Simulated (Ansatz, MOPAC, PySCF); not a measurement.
Torsion H4–O1–Pb2–O3 in H2O2Pb (SMILES [OH][Pb][OH]); at each angle all else is relaxed with GFN2-xTB, and the levels are single points there.
Geometry at 180° (charge 0, multiplicity 1):
```xyz
5

O      1.326     0.400    -0.666
Pb    -0.351    -0.927    -0.396
O     -1.722     0.198    -1.554
H      2.174     0.217    -0.270
H     -1.465     1.013    -1.976
```

On the grid 0° to 330°, 300° is the highest and 180° the lowest point at CCSD(T)/CBS(def2-TZVPP, def2-QZVPP).

The state that PM3 reach isn't checked.

Programs: Ansatz (an electronic-structure program); MOPAC for PM3 (differences of heats of formation); PySCF for the dispersion terms. Each number belongs to the level named beside it. In def2 rows elements past Kr take small-core potentials, without spin–orbit coupling.

Task: One of these levels gives 176.3 meV for the energy at 300° less that at 180°. Name it.
(A) HF/def2-TZVPP
(B) wB97X-V/def2-TZVPP
(C) PM3
(D) B3LYP-D4/def2-TZVPP

Result: B, wB97X-V/def2-TZVPP. The others give -88.0 (PM3), 112.6 (HF/def2-TZVPP), 228.9 (B3LYP-D4/def2-TZVPP)
